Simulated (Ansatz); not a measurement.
Wavefunction ladder for BH$_{8}$PSiSn (`B[P]([SiH3])[SnH3]`)

```xyz
12

B    -1.550   -0.471   -1.192
P    -0.685   -0.488    0.443
Si   -0.488    1.659    1.023
Sn    1.588   -1.375   -0.024
H    -1.364   -1.358   -1.971
H    -2.377    0.364   -1.413
H     0.034    1.744    2.412
H     0.437    2.408    0.133
H    -1.845    2.259    0.957
H     2.533   -0.202   -0.826
H     2.334   -1.784    1.455
H     1.384   -2.757   -0.997
```

The species carries charge 0 and has multiplicity 1. Correlated methods include outer-core shells of Sn, which these sets cover unevenly. Sn takes the def2 core potential. The structure was optimised at the PBE0-D4/def2-TZVP level. Frozen core, restricted reference, Ansatz 0.2.0.

| basis | HF (Eh) | MP2 corr. |
| --- | --- | --- |
| def2-SVP | -872.11670 | -0.42688 |
| def2-TZVPP | -872.37506 | -0.72477 |
| def2-QZVPP | -872.39680 | -0.96494 |

Problem. Estimate the CCSD correlation energy and the (T) correction in each basis where they were run (hartree).

Solution. 
```
     basis  CCSD corr.       (T)
  def2-SVP    -0.49950  -0.01605
def2-TZVPP    -0.78225  -0.02888
```
